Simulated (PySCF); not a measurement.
Badger's rule along the third period: bonds to Sn

r²SCAN in PySCF with x2c-SVPall on every atom, spin-free X2C, for the lowest determinant that a PBE0 search found; no spin–orbit coupling. Badger's rule says that Re = d + c·k^(−1/3) for bonds between atoms of fixed rows.

```
molecule  state (unpaired electrons)  Re (Å)  k (mdyn/Å)
     SnS      singlet (closed shell)   2.229        3.63
    SnCl               doublet (π ↑)   2.392           ?
    SiSn              triplet (π ↑↑)   2.525           ?
    AlSn         quartet (σ ↑, π ↑↑)   2.648           ?
    NaSn         quartet (σ ↑, π ↑↑)   2.904       0.396
```

Fix c and d from SnS and NaSn.

c = (2.904 − 2.229)/(0.396^(−1/3) − 3.63^(−1/3)) = 0.949, d = 2.229 − c·3.63^(−1/3) = 1.611 Å.

Predict k of the others and set the computed values beside them.



```csv
molecule,k by the rule,k computed,difference (%)
SnCl,1.80,2.03,-12
SiSn,1.12,1.63,-31
AlSn,0.768,0.957,-20
```

The rule misses by 21 % on average; it knows nothing of spin state or of how ionic a bond is, and both change along this series.

Spin–orbit coupling is left out. States were picked by a PBE0 search and need not be the measured ground states.
